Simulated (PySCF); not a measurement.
# Mayer bond orders and bond lengths

Species: C₇H₁₅PS.
SMILES with atom numbers: `[CH3:1][CH2:2][P@@:3]([CH3:4])(=[S:5])[CH:6]1[CH2:7][CH2:8][CH2:9]1` (hydrogens: H10, H11, H12 on C1; H13, H14 on C2; H15, H16, H17 on C4; H18 on C6; H19, H20 on C7; H21, H22 on C8; H23, H24 on C9)

Cartesian coordinates in Å at the GFN2-xTB level; atoms count from 1:
```
atom  x, y, z in Å
C1    -3.1195   -0.3505   -0.8597
C2    -1.7162    0.1684   -1.1310
P3    -0.5779   -0.2525    0.2679
C4    -1.0541    0.8765    1.6387
S5    -0.5584   -2.1264    0.7623
C6     1.0450    0.4277   -0.3047
C7     1.7234   -0.4047   -1.4043
C8     3.0063   -0.4462   -0.5621
C9     2.2255    0.1220    0.6312
H10   -3.7504   -0.2280   -1.7377
H11   -3.0774   -1.4090   -0.6054
H12   -3.5774    0.1825   -0.0285
H13   -1.2970   -0.3171   -2.0179
H14   -1.7120    1.2489   -1.2911
H15   -0.2930    0.7963    2.4144
H16   -1.1339    1.9069    1.3002
H17   -2.0050    0.5400    2.0493
H18    0.9386    1.4857   -0.5524
H19    1.7986    0.0616   -2.3848
H20    1.2638   -1.3891   -1.5063
H21    3.4400   -1.4322   -0.4151
H22    3.7752    0.2321   -0.9274
H23    1.9727   -0.6464    1.3633
H24    2.6711    0.9734    1.1421
```

Bond orders from the PBE0/pcSseg-1 density (PySCF). Isolated species at its GFN2-xTB geometry (one conformer only).

Question: How far do the computed orders between heavy atoms stray from the drawn ones?

Answer: The largest departure is 0.302, at P3–S5 (drawn double, 1.698). Drawn single, order below 0.88: P3–C6 (0.859). Drawn double or triple, more than 0.30 short of the drawn order: P3–S5 (1.698).

Question: Set the Mayer orders of the bonds between heavy atoms beside their lengths.

Answer: 
```json
{"bond": "C1–C2", "drawn as": "single", "length (Å)": "1.521", "Mayer order": "1.054"}
{"bond": "C2–P3", "drawn as": "single", "length (Å)": "1.852", "Mayer order": "0.897"}
{"bond": "P3–C4", "drawn as": "single", "length (Å)": "1.839", "Mayer order": "0.941"}
{"bond": "P3–S5", "drawn as": "double", "length (Å)": "1.938", "Mayer order": "1.698"}
{"bond": "P3–C6", "drawn as": "single", "length (Å)": "1.850", "Mayer order": "0.859"}
{"bond": "C6–C7", "drawn as": "single", "length (Å)": "1.537", "Mayer order": "0.992"}
{"bond": "C7–C8", "drawn as": "single", "length (Å)": "1.535", "Mayer order": "1.052"}
{"bond": "C8–C9", "drawn as": "single", "length (Å)": "1.535", "Mayer order": "1.052"}
{"bond": "C9–C6", "drawn as": "single", "length (Å)": "1.537", "Mayer order": "0.991"}
```

By pair of heavy elements: C–C: lowest C9–C6 and C6–C7 (0.991, 1.537 Å), highest C1–C2, C7–C8 and C8–C9 (1.054, 1.521 Å). C–P: lowest P3–C6 (0.859, 1.850 Å), highest P3–C4 (0.941, 1.839 Å). Bonds named together lie within 0.004.

Question: And the bonds to hydrogen?

Answer: C–H: 0.92 to 0.96 (15 bonds).

Question: Sum the orders of all bonds at each heavy atom with more than one neighbour and set the sums beside the valence in the SMILES.

Answer: C1 3.933 (drawn 4), C2 3.807 (drawn 4), P3 4.395 (drawn 5), C4 3.768 (drawn 4), C6 3.759 (drawn 4), C7 3.926 (drawn 4), C8 4.009 (drawn 4), C9 3.926 (drawn 4). Orders between atoms that aren't bonded are not in these sums.

The Mayer order sums products of elements of PS (density times overlap matrix) between the two atoms' basis functions, so it depends on the basis set.
